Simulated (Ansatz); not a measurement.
The cluster TaPt5⁻, relaxed as a singlet with RKS PBE0-D4/def2-SVPD in Ansatz, starting from the GFN2-xTB geometry. Force threshold 0.02 eV/Å.

In the def2 sets Pt, Ta take a core potential; there is no spin–orbit coupling. The restricted singlet is unstable towards broken spin symmetry at other levels; at PBE0-D4/def2-SVPD this wasn't settled. The relaxation made no stability test and no search for a lower SCF solution. No other spin state of charge -1 was run. Another isomer (singlet) lies 0.20 eV lower at PBE0-D4/def2-TZVPD; other spin states weren't run for this one.

Start:

```xyz
6

Ta    0.415    0.344   -3.634
Pt    0.475   -1.818    0.353
Pt    0.102   -1.699    2.828
Pt   -0.287    0.339    1.415
Pt    0.033    0.415   -1.197
Pt   -0.738    2.419    0.236
```

(1) Estimate the energy that the relaxation releases and the steps that it takes.

(2) Does the start keep its bonding?

(3) Predict the relaxed structure.

Results:

(1) 3.54 eV, in 26 steps; 5.5 min on 4 threads of Arm Neoverse V1 on a shared host. No frequencies were taken in this run, so the end may be a saddle point.

(2) Bonds formed: Ta1–Pt2, Ta1–Pt4 (atoms count from 1). Metal–metal contacts that move far: Pt2–Pt5 2.75 to 3.40 Å. The end is the same structure that another start reached.

(3) 
```xyz
6

Ta    0.5783   -0.6700   -2.2078
Pt    0.8158   -1.6939   -0.1728
Pt    0.0642   -1.8959    2.2803
Pt   -0.3012    0.2910    0.9780
Pt   -0.5533    1.1575   -1.4178
Pt   -0.6038    2.8112    0.5401
```
Bond lengths (bridged metal pairs left out): 6 × Pt–Pt 2.55 to 2.58 Å; 3 × Pt–Ta 2.29 to 3.44 Å.
